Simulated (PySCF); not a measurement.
Species: C7H4F3N (triplet state).
Numbering: `[F:1][C:2]([F:3])([F:4])[C:5][c:6]1[cH:7][cH:8][n:9][cH:10][cH:11]1` (hydrogens: H12 on C7; H13 on C8; H14 on C10; H15 on C11)

Geometry (PBE0-D3(BJ)/def2-SVP, Å), atoms numbered from 1 in this order:
```
atom  x, y, z in Å
F1     3.7299   -0.7446    0.4286
C2     2.6737    0.0599    0.3572
F3     2.6582    0.8181    1.4636
F4     2.8580    0.8897   -0.6800
C5     1.4224   -0.7100    0.2155
C6     0.0659   -0.3745    0.1190
C7    -0.3704    0.9768    0.1364
C8    -1.7305    1.2388    0.0410
N9    -2.6674    0.2957   -0.0666
C10   -2.2643   -0.9760   -0.0854
C11   -0.9361   -1.3689    0.0017
H12    0.3476    1.7936    0.2236
H13   -2.0827    2.2766    0.0533
H14   -3.0505   -1.7341   -0.1757
H15   -0.6627   -2.4252   -0.0185
```

The hyperfine couplings belong to this conformer and change with its torsions.

Method: UKS B3LYP, IGLO-III on C F N, pcH-1 on H, non-relativistic, mean-field spin-orbit, GIAO in PySCF 2.14.0. Geometry: PBE0-D3(BJ)/def2-SVP, one conformer, isolated molecule. This triplet need not be the ground state; the singlet was not compared here. The SCF solution wasn't tested for stability.

(1) The isotropic 13C couplings are +224.3, +33.8, +25.8, -13.5, -8.0, -4.8, +3.0 MHz. Assign them to C2; C5; C6; C7; C8; C10; C11.

Results:

(1) 
```
site  a_iso (MHz)  ρ(0) (bohr⁻³)                 position  distance from C5 (Å)  spin population  largest |T| (MHz)
  C2         +3.0        +0.0054           1 bond from C5                  1.48            +0.02                6.6
  C5       +224.3        +0.3991  largest spin population                  0.00            +1.65               69.0
  C6        -13.5        -0.0240           1 bond from C5                  1.40            -0.21               14.1
  C7        +33.8        +0.0601          2 bonds from C5                  2.46            +0.27               14.7
  C8         -4.8        -0.0086          3 bonds from C5                  3.71            -0.11                8.1
 C10         -8.0        -0.0142          3 bonds from C5                  3.71            -0.12                7.6
 C11        +25.8        +0.0459          2 bonds from C5                  2.46            +0.24               15.6
```

ρ(0) is the spin density at the nucleus and T the dipolar tensor; entries for several nuclei are means. The Mulliken spin populations are largest on C5 (+1.65), C7 (+0.27), C11 (+0.24) and C6 (-0.21). Four atoms exceed +0.15. The positive populations add up to 2.46 and the negative ones to -0.46, together 2S = 2.

Means are taken over nuclei equivalent by connectivity, which assumes that they swap fast. C7 and C11, with what hangs on them, aren't averaged: C6 is flat or nearly so (angle sum 360°), and its turn about the short C6–C5 bond (1.40 Å) is taken as slow. The three 19F nuclei of mean +49.7 MHz run from 16.8 to 66.4 MHz in the frozen geometry.

The run took 7.9 min of wall time on one thread, Arm Neoverse N1, on a shared host.
